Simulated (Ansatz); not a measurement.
Cu(NH3)F (CuNFH3). Charge 0, multiplicity 3. Geometry PBE-D4/def2-TZVP, that of the neutral singlet; atoms count from 1.

```xyz
6

Cu   -0.7150   -0.7894   -0.4694
N     0.4553    0.5027    0.2989
H    -0.0401    1.3712    0.5259
H     1.2198    0.7450   -0.3401
H     0.8798    0.1575    1.1660
F    -1.7998   -1.9869   -1.1813
```

At PBE0-D4/def2-TZVP a singlet of charge 0 lies 3.79 eV below the triplet at the same geometry.

(1) Estimate the Mulliken populations from the PBE0/def2-TZVP orbitals of Ansatz.

(2) Where does the spin sit?

(3) And the Mayer bond orders between bonded heavy atoms (over 0.3)?

Answers

(1) 
```csv
atom,charge (e),spin (α − β),d electrons
Cu1,0.31,1.59,9.38
N2,-0.31,-0.15,–
H3,0.16,0.14,–
H4,0.16,0.14,–
H5,0.16,0.14,–
F6,-0.47,0.13,–
```
Mulliken values and Mayer orders depend strongly on the basis.

(2) Summed by element: Cu 1.59, N -0.15, H 0.43, F 0.13, of 2 unpaired in all. Largest on single atoms: Cu1 1.59, N2 -0.15, H3 0.14.

(3) Cu1–F6 0.81 (1.77 Å).
